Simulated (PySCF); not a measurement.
## ¹⁹F chemical shifts

[PySCF 2.14: shieldings: GIAO PBE0/pcSseg-1; geometry from GFN2-xTB; one conformer; rapidly exchanging positions averaged; isolated molecule; non-relativistic Hamiltonian]

Shieldings were converted by a linear fit to measured shifts: ¹⁹F: δ = 146.13 − 0.903σ +14.6 on sp3 carbon (rms 6.0 ppm, 223 shifts, 7.0 ppm with the 5 outliers that the fit left out vs CFCl3, solution or neat liquid). A few per cent of atoms miss by over 2 rms, more outside the fitted compound classes.

Q: Give the ¹⁹F shifts of `C[Si@@H]1C[C@H](C(F)F)C[SiH2]1`, `O=C1CC(=O)[C@H](C(F)F)C1`.

A: 
| compound | environment | δ (ppm) |
| --- | --- | --- |
| [CH3:1][Si@@H:2]1[CH2:3][C@H:4]([CH:5]([F:6])[F:7])[CH2:8][SiH2:9]1 | F6: fluorine of a CF2 group | -117.2 |
| [CH3:1][Si@@H:2]1[CH2:3][C@H:4]([CH:5]([F:6])[F:7])[CH2:8][SiH2:9]1 | F7: fluorine of a CF2 group | -141.1 |
| [O:1]=[C:2]1[CH2:3][C:4](=[O:5])[C@H:6]([CH:7]([F:8])[F:9])[CH2:10]1 | F9: fluorine of a CF2 group | -121.1 |
| [O:1]=[C:2]1[CH2:3][C:4](=[O:5])[C@H:6]([CH:7]([F:8])[F:9])[CH2:10]1 | F8: fluorine of a CF2 group | -125.2 |

Q: Order these by ¹⁹F shift, lowest first.
A. C[C@]1(F)CC=CC1=O
B. Cc1ccc(OC(F)F)o1
C. FC(F)(F)c1ccpcn1
D. CC[C@@H]1C[Si@H](CF)N1
E. C[S@@](=O)C[C@H]1C[C@H]1F

A: D (-273.4 ppm, fluorine on an sp3 carbon), E (-221.9 ppm, fluorine on an sp3 carbon), A (-159.0 ppm, fluorine on an sp3 carbon), B (-84.2 ppm, fluorine of a CF2 group), C (-65.1 ppm, fluorine of a CF3 group).
